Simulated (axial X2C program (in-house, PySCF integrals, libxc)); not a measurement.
**Ω levels of TmSH from open-shell CI on f13 s1**

Calculated with an in-house all-electron X2C program for linear molecules (integrals from PySCF): two-component X2C with atomic mean-field Coulomb and Gaunt terms, basis Tm dyall-v2z, S dyall-v2z, H dyall-v2z (cores contracted in-house). Orbitals come from Hartree–Fock averaged over the configuration Tm f13 s1; CI then distributes these electrons over the f, s shells of Tm.

Tm–S–H held linear, bonds 2.586 and 1.340 Å (the second held) (near the minimum of the configuration average).

Active spinors (ω > 0):

```json
{"shell": "f", "ω": "5/2", "ε (eV)": "-12.70", "character": "100% Tm f"}
{"shell": "f", "ω": "3/2", "ε (eV)": "-12.66", "character": "100% Tm f"}
{"shell": "f", "ω": "1/2", "ε (eV)": "-12.63", "character": "100% Tm f"}
{"shell": "f", "ω": "7/2", "ε (eV)": "-11.38", "character": "100% Tm f"}
{"shell": "f", "ω": "5/2", "ε (eV)": "-11.34", "character": "100% Tm f"}
{"shell": "f", "ω": "3/2", "ε (eV)": "-11.32", "character": "100% Tm f"}
{"shell": "f", "ω": "1/2", "ε (eV)": "-11.30", "character": "100% Tm f"}
{"shell": "s", "ω": "1/2", "ε (eV)": "-2.73", "character": "76% Tm s, 21% Tm p"}
```

Lowest levels of this model:

```csv
Ω,energy (cm⁻¹),g∥,μ (D),configuration
0,0,0.00,-3.05,100% f13 s1
1,28,2.76,-3.05,100% f13 s1
2,124,5.36,-3.05,100% f13 s1
0,284,0.00,-3.05,100% f13 s1
1,337,1.85,-3.05,100% f13 s1
3,351,7.72,-3.04,100% f13 s1
2,533,3.84,-3.04,100% f13 s1
4,701,10.00,-3.04,100% f13 s1
3,873,6.03,-3.04,100% f13 s1
0,8580,0.00,-3.04,100% f13 s1
1,8668,2.32,-3.04,100% f13 s1
0,8795,0.00,-3.04,100% f13 s1
1,8897,1.08,-3.04,100% f13 s1
2,8914,4.44,-3.04,100% f13 s1
2,9243,2.36,-3.04,100% f13 s1
3,9346,6.25,-3.04,100% f13 s1
```

g∥ is the magnitude of 2⟨Lz + ge Sz⟩ for the +Ω component. μ is positive if the H end is positive.

This point took 0.92 s on 1 thread of Arm Neoverse V2, on a shared host.

There is no dynamic correlation: spin–orbit spacings and, for f shells, spacings inside one term are the most reliable numbers, splittings between terms come out too wide, and energies between configurations are not reliable, so the lowest level need not be the ground state of the molecule. At most 4 roots were kept for each Ω > 0 (twice that for Ω = 0) within 2.2 eV of the lowest, so higher up levels can be missing between those listed; levels with Ω > 0 are doubly degenerate and listed once, Ω = 0 levels singly. The molecule was held linear; bending was not examined. Hydrosulfides and their kin are strongly bent in nature, so this linear model does not describe the real molecule.
